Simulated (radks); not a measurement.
Values are calculated unless marked as measured or tabulated.
Species: P3+. Configuration: [Ne] 3s2. Level of theory: Dirac Kohn-Sham, Slater X-alpha with alpha = 0.732, spin-unpolarised, spherical densities, finite nucleus; Fermi nuclear charge, rms radius 3.1889 fm (a radial shooting solver on a logarithmic mesh with Libxc functionals).

Unscreened Slater integrals over Kohn-Sham orbitals (eV). Large and small components are both included.

F0(3s1/2,3s1/2): 14.734
F0(3s1/2,2p3/2): 19.484
G1(3s1/2,2p3/2): 1.5681
F0(3s1/2,2p1/2): 19.494
G1(3s1/2,2p1/2): 1.5672
F0(3s1/2,2s1/2): 19.316
G0(3s1/2,2s1/2): 1.2516
F0(2p3/2,2p3/2): 51.879
F2(2p3/2,2p3/2): 23.911
F0(2p3/2,2p1/2): 52.001
G2(2p3/2,2p1/2): 23.925
F0(2p3/2,2s1/2): 49.298
G1(2p3/2,2s1/2): 29.251
F0(2p1/2,2p1/2): 52.124
F0(2p1/2,2s1/2): 49.397
G1(2p1/2,2s1/2): 29.248
F0(2s1/2,2s1/2): 47.603
